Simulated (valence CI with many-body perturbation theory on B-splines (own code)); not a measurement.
**Forbidden lines of Sb³⁵⁺**

Level of theory: configuration interaction combined with many-body perturbation theory (CI+MBPT): six valence electrons over a frozen Dirac-Fock core [Ne], a basis of 9 s, 9 p, 8 d, 6 f, 3 g, 1 h functions for each j, with the one-electron correlation potential Σ1 (screened to all orders), the two-electron term Σ2, the three-electron term Σ3, Breit, model QED; selected single and double excitations, second order for the rest, scaled by the run's own slope (own B-spline code, finite nucleus).

The last digits are not significant, and no measured levels were compared; by estimate large intervals hold to a few tenths of a per cent, small ones and those within an open d or f shell to about a per cent. Among the levels kept, up to 1500 cm⁻¹ of a level comes from second order outside the variational space, and about a tenth of that is noise between levels of different J, which matters for small intervals.

Lines 1 to 23 of 23 in falling wavelength, among levels below 2028100 cm⁻¹, chosen from the decays that carry over 1 % of a level's rate. Wavelengths and rates use the calculated energies. Electric multipoles are in the length gauge, E1 and E2 with the static RPA response of the core. S is in atomic units (e²a₀⁴ for E2 and M2, e²a₀⁶ for E3), for M1 in squared Bohr magnetons. Weak lines are less certain than strong ones. Lines between different terms over intervals too small for the method are left out, as are lines whose strength nearly cancels.

Levels are named by their leading jj configuration (3d3/2^4 stands for four electrons in 3d with j = 3/2), which in mixed levels can hold well under half, so a name can repeat and another be missing. Letters in brackets count levels of one name in rising energy.

| λ vac (Å) | Upper | Lower | Type | A (s⁻¹) | S (a.u.) |
| --- | --- | --- | --- | --- | --- |
| 1136 | (3s^2 3p1/2 3p3/2^2 3d5/2) J=4 [b] | (3s^2 3p1/2 3p3/2^2 3d3/2) J=4 | M1 | 3.05e+03 | 1.49e+00 |
| 1067 | (3s^2 3p1/2^2 3p3/2^2) J=0 | (3s^2 3p1/2^2 3p3/2^2) J=2 | E2 | 5.36e+00 | 6.63e-03 |
| 1064 | (3s^2 3p1/2^2 3p3/2 3d5/2) J=4 | (3s^2 3p1/2^2 3p3/2 3d3/2) J=3 | M1 | 1.14e+04 | 4.58e+00 |
| 928.0 | (3s^2 3p1/2 3p3/2^2 3d5/2) J=5 | (3s^2 3p1/2 3p3/2^2 3d3/2) J=4 | M1 | 1.58e+04 | 5.14e+00 |
| 713.0 | (3s^2 3p1/2 3p3/2^2 3d5/2) J=4 [b] | (3s^2 3p1/2 3p3/2^2 3d3/2) J=3 [a] | M1 | 1.48e+04 | 1.79e+00 |
| 376.2 | (3s^2 3p1/2 3p3/2^2 3d3/2) J=4 | (3s^2 3p1/2^2 3p3/2 3d5/2) J=3 | M1 | 4.03e+04 | 7.17e-01 |
| 333.7 | (3s^2 3p1/2 3p3/2^2 3d5/2) J=4 [a] | (3s^2 3p1/2^2 3p3/2 3d5/2) J=3 | M1 | 2.46e+05 | 3.04e+00 |
| 282.6 | (3s^2 3p1/2 3p3/2^2 3d5/2) J=4 [b] | (3s^2 3p1/2^2 3p3/2 3d5/2) J=3 | M1 | 1.21e+05 | 9.14e-01 |
| 271.5 | (3s^2 3p1/2 3p3/2^3) J=1 | (3s^2 3p1/2^2 3p3/2^2) J=0 | M1 | 3.82e+05 | 8.49e-01 |
| 260.5 | (3s^2 3p1/2 3p3/2^2 3d3/2) J=4 | (3s^2 3p1/2^2 3p3/2 3d5/2) J=4 | M1 | 8.28e+04 | 4.88e-01 |
| 245.5 | (3s^2 3p1/2 3p3/2^2 3d3/2) J=0 | (3s^2 3p1/2^2 3p3/2 3d3/2) J=1 | M1 | 1.38e+06 | 7.55e-01 |
| 239.3 | (3s^2 3p1/2 3p3/2^2 3d5/2) J=4 [a] | (3s^2 3p1/2^2 3p3/2 3d5/2) J=4 | M1 | 1.02e+06 | 4.65e+00 |
| 216.4 | (3s^2 3p1/2 3p3/2^3) J=1 | (3s^2 3p1/2^2 3p3/2^2) J=2 | M1 | 1.62e+06 | 1.82e+00 |
| 211.9 | (3s^2 3p1/2 3p3/2^2 3d5/2) J=4 [b] | (3s^2 3p1/2^2 3p3/2 3d5/2) J=4 | M1 | 1.14e+05 | 3.61e-01 |
| 211.9 | (3s^2 3p1/2 3p3/2^2 3d5/2) J=4 [b] | (3s^2 3p1/2^2 3p3/2 3d5/2) J=4 | E2 | 2.75e+03 | 9.43e-03 |
| 209.2 | (3s^2 3p1/2 3p3/2^2 3d3/2) J=4 | (3s^2 3p1/2^2 3p3/2 3d3/2) J=3 | M1 | 1.90e+05 | 5.80e-01 |
| 209.2 | (3s^2 3p1/2 3p3/2^2 3d3/2) J=4 | (3s^2 3p1/2^2 3p3/2 3d3/2) J=3 | E2 | 3.66e+03 | 1.18e-02 |
| 203.4 | (3s^2 3p1/2 3p3/2^2 3d5/2) J=5 | (3s^2 3p1/2^2 3p3/2 3d5/2) J=4 | M1 | 2.92e+05 | 1.00e+00 |
| 203.4 | (3s^2 3p1/2 3p3/2^2 3d5/2) J=5 | (3s^2 3p1/2^2 3p3/2 3d5/2) J=4 | E2 | 3.82e+03 | 1.31e-02 |
| 195.4 | (3s^2 3p1/2 3p3/2^2 3d5/2) J=4 [a] | (3s^2 3p1/2^2 3p3/2 3d3/2) J=3 | M1 | 1.19e+05 | 2.97e-01 |
| 194.4 | (3s^2 3p1/2 3p3/2^3) J=2 | (3s^2 3p1/2^2 3p3/2^2) J=2 | M1 | 1.08e+06 | 1.47e+00 |
| 180.7 | (3s^2 3p3/2^4) J=0 | (3s^2 3p1/2 3p3/2^3) J=1 | M1 | 5.22e+06 | 1.14e+00 |
| 77.76 | (3s^2 3p1/2^2 3p3/2 3d5/2) J=4 | (3s^2 3p1/2^2 3p3/2^2) J=2 | M2 | 1.85e+03 | 4.23e-05 |
